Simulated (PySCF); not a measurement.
Species: C₆H₁₄NP.
Numbering: `[CH3:1][C@@H:2]1[CH2:3][CH2:4][P:5]1[N:6]([CH3:7])[CH3:8]` (hydrogens: H9, H10, H11 on C1; H12 on C2; H13, H14 on C3; H15, H16 on C4; H17, H18, H19 on C7; H20, H21, H22 on C8)

Computed by this run: PySCF 2.14.0, PBE0-D3(BJ)/def2-SVP geometry optimisation, gas phase; density fitting, grid level 1; the optimiser is geomeTRIC in internal coordinates, started from a GFN2-xTB structure with every atom displaced at random (about 0.01 Å).

Step 0: E = -17207.2817 eV
```
atom  x, y, z in Å  |  force x, y, z in eV/Å
C1     -2.0489   -1.7321   -0.2125   -1.201   1.782   0.570
C2     -1.2746   -0.4946    0.1992   -0.205  -0.427  -0.224
C3     -2.0282    0.8536    0.1507    1.192   0.214   0.283
C4     -0.7803    1.7041   -0.2990   -1.563  -0.563  -0.495
P5      0.0497    0.1706   -0.9899   -0.377   0.214   0.635
N6      1.4032    0.1467    0.1166    1.161  -0.320  -0.033
C7      1.9826   -1.1856    0.2986   -1.176   0.744  -0.068
C8      2.4555    1.1177   -0.2072   -1.555  -0.634  -0.536
H9     -2.4824   -1.5650   -1.1986   -0.100  -0.167  -0.432
H10    -2.9026   -1.8758    0.4803    0.160  -0.137  -0.084
H11    -1.4559   -2.6039   -0.2173    0.960  -1.454  -0.056
H12    -0.8050   -0.6417    1.1904    0.064   0.166  -0.181
H13    -2.8176    0.8494   -0.6122   -0.031  -0.002  -0.119
H14    -2.4762    1.1684    1.1114   -0.034  -0.043  -0.169
H15    -1.0477    2.4800   -1.0123    0.142   0.445  -0.255
H16    -0.2555    2.1214    0.5493    0.442   0.137   0.433
H17     2.5763   -1.5026   -0.5599    0.367  -0.301  -0.424
H18     2.6037   -1.1705    1.1868    0.439  -0.120   0.474
H19     1.1666   -1.9093    0.4576    0.131  -0.085   0.043
H20     3.0723    1.2287    0.6629    0.779   0.232   0.721
H21     1.9624    2.0743   -0.4315    0.252   0.173  -0.026
H22     3.0630    0.7968   -1.0741    0.155   0.146  -0.058
```

Step 1: E = -17207.4861 eV
```
atom  x, y, z in Å  |  force x, y, z in eV/Å
C1     -2.0714   -1.7275   -0.1897    0.175  -0.421   0.004
C2     -1.3036   -0.4880    0.1945    0.135   0.114  -0.052
C3     -2.0539    0.8549    0.0947    0.125   0.084   0.089
C4     -0.8406    1.7389   -0.2582    0.104  -0.046   0.179
P5      0.0551    0.2260   -0.9164   -0.147  -0.124  -0.003
N6      1.4614    0.1448    0.1513   -0.193   0.102  -0.062
C7      1.9894   -1.1889    0.2958    0.128  -0.080   0.027
C8      2.4758    1.1067   -0.2081    0.190   0.022   0.204
H9     -2.5258   -1.6215   -1.1847    0.003   0.003  -0.108
H10    -2.8918   -1.9085    0.5221   -0.059  -0.007   0.047
H11    -1.4491   -2.6494   -0.2052   -0.102   0.353   0.020
H12    -0.8441   -0.5823    1.1928   -0.025   0.011   0.028
H13    -2.7691    0.8284   -0.7459    0.051  -0.011   0.017
H14    -2.6251    1.1449    0.9923    0.003   0.024  -0.012
H15    -1.0256    2.5541   -0.9675    0.036   0.093  -0.047
H16    -0.3080    2.1325    0.6306   -0.184  -0.145  -0.144
H17     2.4825   -1.5840   -0.6233   -0.053   0.035   0.072
H18     2.7402   -1.2031    1.1082   -0.056  -0.009  -0.077
H19     1.1898   -1.8912    0.5784   -0.008  -0.007   0.011
H20     3.2194    1.1969    0.6115   -0.139  -0.042  -0.158
H21     2.0267    2.1018   -0.3488    0.002   0.023   0.002
H22     3.0285    0.8449   -1.1352    0.015   0.027  -0.039
```

Step 2: E = -17207.5021 eV
```
atom  x, y, z in Å  |  force x, y, z in eV/Å
C1     -2.0441   -1.7353   -0.1863   -0.018  -0.103   0.013
C2     -1.2988   -0.4789    0.1951    0.008   0.055  -0.007
C3     -2.0493    0.8642    0.0962   -0.022   0.012   0.047
C4     -0.8382    1.7423   -0.2584    0.029   0.030  -0.060
P5      0.0423    0.2285   -0.9263   -0.037  -0.040   0.033
N6      1.4434    0.1475    0.1424   -0.020   0.058  -0.063
C7      1.9600   -1.1920    0.2925    0.044  -0.022   0.011
C8      2.4686    1.1034   -0.2094    0.052  -0.018   0.062
H9     -2.4860   -1.6487   -1.1919    0.023  -0.001  -0.006
H10    -2.8681   -1.9331    0.5205    0.005   0.002  -0.017
H11    -1.3912   -2.6246   -0.1863   -0.006   0.064   0.006
H12    -0.8393   -0.5643    1.1947    0.000  -0.004  -0.005
H13    -2.7636    0.8379   -0.7433   -0.004  -0.019  -0.009
H14    -2.6173    1.1590    0.9940   -0.008   0.009  -0.012
H15    -1.0125    2.5676   -0.9629    0.005   0.024   0.030
H16    -0.3152    2.1184    0.6346   -0.002  -0.046   0.000
H17     2.4452   -1.5937   -0.6245   -0.013  -0.001   0.007
H18     2.7110   -1.2120    1.1009   -0.002   0.004  -0.009
H19     1.1539   -1.8856    0.5793    0.000   0.007   0.007
H20     3.2080    1.1750    0.6078   -0.013  -0.018  -0.024
H21     2.0307    2.1057   -0.3395   -0.008  -0.002   0.009
H22     3.0210    0.8493   -1.1400   -0.012   0.011  -0.013
```

Question: Estimate the geometry and energy of step 3. (The exact step hangs on the optimiser's Hessian estimate; all steps are aligned on step 2, rigid shifts and turns removed.)

Answer: E = -17207.5054 eV, largest force 0.093 eV/Å
```
atom  x, y, z in Å  |  force x, y, z in eV/Å
C1     -2.0340   -1.7393   -0.1833   -0.036   0.034   0.001
C2     -1.3047   -0.4716    0.1981   -0.021   0.012   0.016
C3     -2.0568    0.8706    0.0922   -0.011  -0.005   0.008
C4     -0.8403    1.7458   -0.2556   -0.028   0.012  -0.088
P5      0.0352    0.2304   -0.9240    0.006  -0.004   0.025
N6      1.4406    0.1485    0.1390    0.016   0.000  -0.035
C7      1.9546   -1.1931    0.2900   -0.014   0.002   0.012
C8      2.4708    1.0992   -0.2114   -0.021   0.001  -0.010
H9     -2.4587   -1.6656   -1.1975    0.013  -0.003   0.008
H10    -2.8650   -1.9455    0.5123    0.008   0.005  -0.012
H11    -1.3638   -2.6115   -0.1672    0.022  -0.041   0.003
H12    -0.8498   -0.5513    1.2001    0.011  -0.003  -0.003
H13    -2.7667    0.8408   -0.7512    0.004  -0.007  -0.010
H14    -2.6298    1.1685    0.9857   -0.007   0.004  -0.007
H15    -1.0062    2.5792   -0.9532    0.002   0.009   0.034
H16    -0.3209    2.1082    0.6431    0.029  -0.014   0.039
H17     2.4286   -1.6013   -0.6290   -0.001  -0.006  -0.012
H18     2.7123   -1.2123    1.0911    0.010   0.006   0.005
H19     1.1480   -1.8814    0.5880    0.002  -0.001   0.006
H20     3.2174    1.1532    0.5982    0.021  -0.009   0.015
H21     2.0385    2.1060   -0.3249    0.003   0.004   0.009
H22     3.0113    0.8533   -1.1514   -0.010   0.006  -0.004
```

The energy changes by -0.0033 eV. The first-order estimate −F·Δx gives -0.0051 eV and the mean of the old and new forces, exact on a quadratic surface, -0.0035 eV. The step makes an angle of 74° with the force vector and moves no atom by more than 0.036 Å.

The cost below is that of the whole optimisation. The run took 2.0 min wall on one thread, AMD EPYC 7R13 (x86_64), on a shared host, and the process peaked at 0.77 GiB of memory.
